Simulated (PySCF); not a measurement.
**LiBe at PBE0**

Computed with PBE0; basis Li def2-TZVP, Be def2-TZVP; no relativity; PySCF 2.14.

For LiBe, the state is ⁴Π (quartet), unpaired electrons σ ↑↑, π ↑, a second solution, started from another occupation and the bond length is 2.521 Å. The harmonic wavenumber is 337 cm⁻¹. The force constant is 0.264 mdyn/Å. The rotational constant Be is 0.6722 cm⁻¹, the anharmonicity ωexe is 5.50 cm⁻¹ and the vibration–rotation constant αe is 0.0139 cm⁻¹. The energy of the minimum from ground-state Li + Be is 1.78 eV, the bond order (Mayer) is 0.88 and the dipole moment (positive dipole means Li(−)Be(+)) is -4.83 D.
